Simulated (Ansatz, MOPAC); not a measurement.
Species: Si$_{2}$N$_{2}$H$_{9}$ (charge +1, singlet). SMILES: [NH3+][SiH2]N[SiH3]

Atoms: N1, Si2, N3, Si4, H5, H6, H7, H8, H9, H10, H11, H12, H13. Bonds: N1-Si2, N1-H5, N1-H6, N1-H7, Si2-N3, Si2-H8, Si2-H9, N3-Si4, N3-H10, Si4-H11, Si4-H12, Si4-H13.

Bond lengths (Å) and angles (degrees) optimised at AM1 with MOPAC; PM7 with MOPAC; HF/6-31G* with Ansatz (a quantum-chemistry and plane-wave program); MP2/6-31G* with Ansatz, each started from the B3LYP-D3(BJ)/def2-TZVP structure (Ansatz) of the last column. A row stands for all coordinates that are equal there; 11 of 32 kinds are shown. 6-31G* holds six Cartesian d functions. No wavenumbers were computed at MP2/6-31G*, so these may be saddle points.

| coordinate | AM1 | PM7 | HF/6-31G* | MP2/6-31G* | B3LYP-D3(BJ)/def2-TZVP |
|---|---|---|---|---|---|
| N1-Si2 | 1.934 | 1.958 | 1.938 | 1.950 | 1.931 |
| N1-H5 | 1.016 | 1.042 | 1.011 | 1.027 | 1.022 |
| N1-H7 | 1.016 | 1.042 | 1.012 | 1.028 | 1.023 |
| Si2-N3 | 1.669 | 1.715 | 1.678 | 1.689 | 1.677 |
| Si2-H8 | 1.459 | 1.461 | 1.456 | 1.468 | 1.466 |
| Si2-H9 | 1.458 | 1.461 | 1.457 | 1.470 | 1.467 |
| N3-Si4 | 1.752 | 1.827 | 1.780 | 1.793 | 1.775 |
| N3-H10 | 0.994 | 1.053 | 1.005 | 1.020 | 1.014 |
| N1-Si2-N3 | 104.1 | 107.8 | 107.6 | 108.2 | 107.7 |
| Si2-N3-Si4 | 132.6 | 131.7 | 129.8 | 128.2 | 127.6 |
| Si2-N1-H5 | 111.8 | 112.3 | 111.9 | 112.1 | 111.7 |

Mean signed difference of all 12 bond lengths from B3LYP-D3(BJ)/def2-TZVP: AM1 -0.010 Å, PM7 0.013 Å, HF/6-31G* -0.006 Å, MP2/6-31G* 0.007 Å.
